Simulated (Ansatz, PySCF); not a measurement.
Species: C₃HO, charge 0, multiplicity 2. It need not be the lowest isomer of its formula. 
Geometry from a B3LYP-D3(BJ)/def2-TZVP (Ansatz, a quantum-chemistry and plane-wave program) optimisation:
```xyz
5

O      1.4539    -0.2079     0.0546
C      0.2719    -0.1204     0.0064
C     -1.0923    -0.6027    -0.0761
C     -0.9088     0.7114    -0.0072
H     -1.2567     1.7331     0.0248
```
Charge 0, spin multiplicity 2.

Dipole moments at this geometry, in debye (magnitudes).

```json
[
 {"level": "HF/def2-TZVPD", "program": "PySCF", "dipole (D)": "3.48"},
 {"level": "SVWN5/def2-TZVPD", "program": "Ansatz", "dipole (D)": "2.77"},
 {"level": "TPSS/def2-TZVPD", "program": "PySCF", "dipole (D)": "2.74"},
 {"level": "M06-L/def2-TZVPD", "program": "PySCF", "dipole (D)": "2.66"},
 {"level": "B3LYP/def2-TZVPD", "program": "Ansatz", "dipole (D)": "2.87"},
 {"level": "PBE0/def2-TZVPD", "program": "Ansatz", "dipole (D)": "2.89"},
 {"level": "TPSSh/def2-TZVPD", "program": "PySCF", "dipole (D)": "2.81"},
 {"level": "CAM-B3LYP/def2-TZVPD", "program": "Ansatz", "dipole (D)": "2.97"},
 {"level": "wB97M-V/def2-TZVPD", "program": "Ansatz", "dipole (D)": "2.93"},
 {"level": "CCSD(T)/aug-cc-pVDZ", "program": "Ansatz", "dipole (D)": "2.82"}
]
```
